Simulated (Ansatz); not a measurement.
`[NH2][Ta](=[O])([OH])[OH]` + `NB(O)CO` → `[O]=[Ta]([OH])([OH])[OH]` + `NB(N)CO`  (redistribution)

Program: Ansatz. Geometries: PBE0-D4/def2-TZVP. ΔE: electronic, gas phase. CCSD(T)/CBS is the MP2 limit (def2-TZVPP, def2-QZVPP) plus CCSD(T) − MP2 in def2-TZVPP, frozen cores. Functionals use def2-TZVPP. B3LYP here is the variant with VWN-RPA as its local correlation; programs differ in this. def2 core potentials past Kr. For Ta outer-core shells are correlated without core-valence functions, which leaves a few kJ/mol of doubt a bond. Each species was taken in one conformer, which may not be the lowest.

`[NH2][Ta](=[O])([OH])[OH]`:

```xyz
9

N     1.100    0.730   -0.922
Ta   -0.139   -0.440    0.086
O     0.409   -2.047   -0.196
O    -1.947   -0.314   -0.540
O    -0.062    0.019    1.942
H     1.121    1.739   -0.878
H     1.831    0.391   -1.528
H    -2.550    0.419   -0.656
H     0.236   -0.497    2.691
```

`NB(O)CO`:

Z-matrix (Å, degrees):
```
C
O 1 1.416
B 1 1.582 2 114.0
H 1 1.100 2 109.1 3 122.7
H 1 1.100 2 109.0 3 -122.7
H 2 0.962 1 107.2 3 -0.5
O 3 1.375 1 115.0 2 0.5
N 3 1.405 1 122.0 2 -179.5
H 7 0.958 3 115.9 1 -180.0
H 8 1.004 3 122.0 1 0.0
H 8 1.005 3 124.8 1 -179.9
```

`[O]=[Ta]([OH])([OH])[OH]`:

```xyz
8

O    -0.125   -0.355    2.217
Ta   -0.029   -0.083    0.521
O     1.580    0.888    0.189
O    -1.571    0.924    0.018
O    -0.002   -1.792   -0.328
H     2.008    1.247   -0.586
H    -1.916    1.273   -0.802
H     0.055   -2.101   -1.231
```

`NB(N)CO`:

Cartesian coordinates in Å:
```
N -0.880 0.530 1.106
B 0.199 0.007 0.364
N 1.353 -0.535 0.973
C 0.084 0.038 -1.222
O -1.238 0.267 -1.709
H -0.912 0.602 2.106
H -1.629 1.002 0.631
H 1.526 -0.529 1.963
H 2.098 -0.946 0.441
H 0.685 0.868 -1.609
H 0.510 -0.869 -1.678
H -1.797 -0.434 -1.367
```

```tsv
level	ΔE (kcal/mol)	difference from CCSD(T)/CBS
BHLYP-D4	0.6	-0.5
ωB97X-V	0.0	-1.1
revPBE	0.2	-0.9
B3LYP	0.2	-0.9
r2SCAN0	0.5	-0.6
CAM-B3LYP	0.0	-1.1
LC-ωPBE	-0.5	-1.6
MP2/def2-SVP	1.3	0.2
CCSD/def2-TZVPP	1.2	0.1
HF/def2-QZVPP	0.6	-0.5
CCSD(T)/CBS	1.1	0
```

**Question.** What do rigid-rotor, harmonic-oscillator terms from PBE0-D4/def2-TZVP frequencies (298.15 K, 1 bar) make of the CCSD(T)/CBS value? (An estimate is asked.)

**Answer.** The calculation gave: ΔZPE = -0.7 kcal/mol, ΔH = +0.8 kcal/mol, ΔS = 1 J/(mol·K), ΔG = +0.7 kcal/mol. Modes under 50 cm⁻¹ make the entropy rough.

Largest T1 diagnostic among the species: 0.020.

At CCSD(T), def2-SVP lies +0.9 kcal/mol from the extrapolated value and def2-TZVPP +0.2 kcal/mol. Leaving LDA and LC-ωPBE aside and taking each functional with its dispersion term where it has one, the values, not all of them listed here, spread over 0.9 kcal/mol, from BLYP-D4 to PBE-QIDH.
